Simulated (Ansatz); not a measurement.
Frontier orbitals of H6OSi3, SMILES `O[SiH]1[SiH2][SiH2]1`.

The species carries charge 0 and has multiplicity 1. The geometry is a stationary point of PBE0-D4/def2-TZVP. It is one conformer, not always the lowest. Basis def2-TZVPP, Ansatz 0.2.0.

```tsv
functional	HOMO (eV)	LUMO (eV)
CAM-B3LYP	-7.95	-0.15
```

(1) Give HOMO and LUMO (eV) with LDA (SPW92), PBE, revPBE, BLYP, r2SCAN, B97M-V, PBE0, B3LYP, r2SCANh, r2SCAN0, HSE06 (plane-wave form), BHLYP, LC-ωPBE, ωB97X-V, ωB97M-V, HF. (Best estimate.)

## Answers

(1) The calculation gave: 
```tsv
functional	HOMO	LUMO
LDA (SPW92)	-5.87	-2.34
PBE	-5.77	-2.18
revPBE	-5.73	-2.11
BLYP	-5.61	-1.94
r2SCAN	-5.98	-1.99
B97M-V	-6.06	-2.11
PBE0	-6.77	-1.33
B3LYP	-6.57	-1.43
r2SCANh	-6.34	-1.69
r2SCAN0	-6.90	-1.24
HSE06 (plane-wave form)	-6.38	-1.71
BHLYP	-7.63	-0.28
LC-ωPBE	-9.20	0.87
ωB97X-V	-8.90	0.79
ωB97M-V	-8.69	0.54
HF	-8.97	2.08
```

B3LYP here is the variant with VWN-RPA as its local correlation; programs differ in this. LC-ωPBE has ω = 0.4 bohr⁻¹. Positive LUMOs are unbound and depend on the basis.
